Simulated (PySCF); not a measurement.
Energy of Os (osmium, neutral) between two integer charges

The 6s beta orbital of [Xe] 4f14 5d6 6s2 is emptied in steps (occupation f), with all orbitals relaxed, ending at [Xe] 4f14 5d6 6s1. Computed with PySCF 2.14 in def2-TZVPPD with the def2 core potential (60 electrons), with scalar relativity through the core potential. The exact energy is a straight line in f; departures are measured from the line between the end points of the same method.

```tsv
f	B3LYP (eV)
1	0.000
0.9	-0.229
0.7	-0.539
0.5	-0.649
0.3	-0.558
0.1	-0.249
0	0.000
```

Question: For B3LYP, how does the orbital energy at f = 1 compare with the removal energy?

Answer: −ε = 5.955 eV against a total-energy difference of 8.488 eV. By Janak's theorem ε = ∂E/∂f, so the gap between them reflects the curvature. Along the path −ε is 6.445 (f = 0.9), 7.436 (f = 0.7), 8.437 (f = 0.5), 9.455 (f = 0.3), 10.656 (f = 0.1) eV.

Reference removal energy between the ground levels: 8.438 eV (measured; NIST Atomic Spectra Database, ionization energies). The calculation has no spin-orbit coupling.
